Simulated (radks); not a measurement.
The numbers below are computed, except where a source is named.
Charge is removed step by step from the 4p (averaged over the sub-levels emptied) level of Ga, starting from [Ar] 3d10 4s2 4p1. Code: a radial shooting solver on a logarithmic mesh with Libxc functionals. Model: Dirac Kohn-Sham, LDA (Slater exchange, Perdew-Wang correlation), spin-unpolarised, spherical densities, finite nucleus; open shells are shared between the two j in proportion to 2j + 1; Fermi nuclear charge, rms radius 3.9973 fm.

| removed (e) | E - E(0) (eV) | eigenvalue (eV) | E minus straight line (eV) |
|---|---|---|---|
| 0 | 0.000 | -2.734 | 0.000 |
| 0.125 | 0.387 | -3.459 | -0.349 |
| 0.25 | 0.866 | -4.217 | -0.605 |
| 0.375 | 1.442 | -5.004 | -0.764 |
| 0.5 | 2.118 | -5.818 | -0.824 |
| 0.625 | 2.898 | -6.657 | -0.780 |
| 0.75 | 3.784 | -7.518 | -0.630 |
| 0.875 | 4.778 | -8.400 | -0.371 |
| 1 | 5.884 | -9.300 | 0.000 |

Removing the whole electron costs 5.884 eV by Delta-SCF, against 2.734 eV from minus the eigenvalue at the starting occupation. Slater's transition state (half an electron removed) gives 5.818 eV. Integrating minus the eigenvalue over the occupation (Janak's theorem) gives 5.884 eV. The mean slope of the eigenvalue, de/dn, is 6.57 eV per electron. Ionisation energy of Ga in the NIST Atomic Spectra Database: 5.999 eV (measured).

Beside tabulated values, note that spin-unpolarised runs miss the spin-polarisation part of the exchange energy of open shells.
